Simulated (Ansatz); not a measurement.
Process, species as SMILES: Br atom → [Br-] (an electron is taken up)
B3LYP-D3(BJ)/def2-TZVP geometries, fixed; electronic energies without zero-point terms; positive where energy is released.
Largest species:
```xyz
1

Br     0.0000     0.0000     0.0000
```
Charge 0, spin multiplicity 2.

Basis-set convergence of the adiabatic electron affinity at PBE with Ansatz (an electronic-structure program). Cartesian d functions, on some or all atoms, in 6-31G; all else is spherical. The program fits the integrals of some runs and decomposes those of others, by size. Open shells are unrestricted. No added dispersion term, no relativity. Functions are those of the species that has most. Reference: the value in aug-cc-pV5Z, 3.490 eV. Deviations are taken from unrounded values.

```csv
basis,functions,adiabatic electron affinity (eV),minus reference (eV)
pcseg-0,22,2.408,-1.082
pcseg-1,27,2.864,-0.626
6-31G,29,3.181,-0.309
def2-SVP,32,2.680,-0.810
aug-cc-pVDZ,36,3.549,0.059
def2-SVPD,41,3.565,0.075
def2-TZVPPD,57,3.502,0.012
pcseg-3,68,3.439,-0.052
aug-cc-pV5Z,140,3.490,0.000
```

The smallest set listed that lies within 0.1 eV of the reference with all its larger relatives (same family, alike in diffuse functions; a set with none counts only in the reference's own line) is aug-cc-pVDZ (36 functions, 0.059 eV off). (Relatives not listed, tested too: def2-TZVPD 0.012, aug-cc-pVTZ 0.005, aug-cc-pVQZ 0.000, def2-QZVPPD 0.001, pcseg-4 -0.023 eV.)
